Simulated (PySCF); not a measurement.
Calculated NMR parameters of C=C1C=CCO[SiH2]1

* Formula: C5H8OSi
* SMILES: C=C1C=CCO[SiH2]1
* Point group of the computed structure: C1
* Degrees of unsaturation: 3
* Carbon signals: 5
* Proton signals: 6

Atom-mapped SMILES (the numbers label the heavy atoms): `[CH2:1]=[C:2]1[CH:3]=[CH:4][CH2:5][O:6][SiH2:7]1`. Hydrogens are named by the atom that carries them. Ha(C1) is cis to C3; Hb(C1) is trans to C3.

[PySCF 2.14.0 with density-fitted response routines: PBE0/pcSseg-1 with gauge-including orbitals; geometry: GFN2-xTB; no solvent; one computed conformer; equivalent nuclei averaged; non-relativistic Hamiltonian]

Referencing at the same level of theory: $^{1}$H (31.72 ppm) and $^{13}$C (186.93 ppm) and $^{29}$Si (349.16 ppm) vs TMS; $^{17}$O (336.08 ppm) vs H2O.

```tsv
carbon	δC, type	δH (multiplicity)	HMBC from (2–3 bonds)	span of the C tensor (ppm)
C1	133.0, CH2	Hb(C1) 5.44 (br s); Ha(C1) 5.94 (br s)	H(C3), H(Si7)	212
C2	143.3, C	–	H(C3), Ha(C1), H(C4), Hb(C1), H(Si7)	254
C3	138.7, CH	6.62 (d)	Ha(C1), H(C4), Hb(C1), H(Si7), H(C5)	198
C4	137.9, CH	5.82 (m)	H(C3), H(C5)	209
C5	67.2, CH2	4.92 (m)	H(C3), H(C4), H(Si7)	49
```

Other nuclei:
```tsv
atoms	nucleus	environment	δ (ppm)	σ (ppm)
H(Si7)	$^{1}$H	hydrogen on a silicon bonded to C, O, in a 6-membered ring	5.29	26.42
Si7	$^{29}$Si	silicon bonded to C, O, 2 H, in a 6-membered ring	-34.7	383.8
O6	$^{17}$O	oxygen bonded to C, Si, in a 6-membered ring	4.7	331.4
```

Carbon types of the structure: 1 × C, 2 × CH, 2 × CH2, leaving 2 H on heteroatoms. δC 143.3: fully substituted alkene carbon; as expected for a trigonal carbon in a double bond. δC 138.7, 137.9: alkene CH; as expected for a trigonal carbon in a double bond. δC 133.0: terminal =CH2 carbon; as expected for a trigonal carbon in a double bond. δC 67.2: allylic sp3 CH2 bonded to O; pulled downfield by the heteroatom. δH 4.92: hydrogen on an allylic sp3 CH2 bonded to O; its carbon carries O, which withdraws density.

Shifts are as computed. Against solution values, carbons near 30 ppm lie about +3 ppm off and those near 130 ppm about +5 ppm. Of 1211 compounds with measured shifts, 218 miss one by over three times the rms of a fit or turn the order of signals round; such compounds aren't used in these exercises. Experimental scales use liquid or dissolved standards, which lie at an offset from isolated H2O (liquid H2O: subtract about 36 ppm). Multiplicities follow the n + 1 count of equivalent neighbours, as no J values were calculated; m marks all less simple cases, F and P coupling included.
